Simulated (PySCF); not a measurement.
## From computed data to an observable: entropy of an ideal gas

BFHIO, SMILES OB(F)I.

Geometry optimised at PBE-D3(BJ)/def2-SVP. The def2 effective core potentials stand for the cores of I; spin–orbit coupling is left out. One conformer was computed; it need not be the lowest.

PBE-D3(BJ)/def2-SVP (PySCF 2.14.0) gives the harmonic wavenumbers 255, 297, 461, 555, 583, 957, 1199, 1427, 3697 cm⁻¹ and the rotational temperatures 0.4921, 0.0976, 0.0814 K. The molar mass is 173.72 g/mol, the symmetry number 1, the spin multiplicity 1.

Work out the entropy at 298.15 K and 1 atm in the rigid-rotor, harmonic-oscillator model.


Translation (Sackur–Tetrode at 1 atm): S = R[1.5 ln M + 2.5 ln T − 1.16487] = 173.1 J/(mol K).
Rotation: q = (√π/σ) T^1.5/√(θA θB θC) = 146000, S = R[ln q + 3/2] = 111.3 J/(mol K).
Vibration: with u = 1.4388 ν/T, each mode gives R[u/(e^u − 1) − ln(1 − e^−u)]:
| ν (cm⁻¹) | modes | u | S (J/(mol K)) |
|---|---|---|---|
| 255 | 1 | 1.23 | 7.10 |
| 297 | 1 | 1.43 | 6.00 |
| 461 | 1 | 2.22 | 3.19 |
| 555 | 1 | 2.68 | 2.23 |
| 583 | 1 | 2.81 | 2.01 |
| 957 | 1 | 4.62 | 0.47 |
| 1199 | 1 | 5.79 | 0.17 |
| 1427 | 1 | 6.89 | 0.07 |
The stiffer modes add less than 0.005 each. Sum 21.2 J/(mol K).
Spin: R ln 1 = 0.0 J/(mol K).
Total 305.6 J/(mol K); the program's own thermochemistry gives 305.6. Translation makes up 57 % and vibration 7 %. Anharmonicity, hindered rotation and orbital degeneracy are left out.
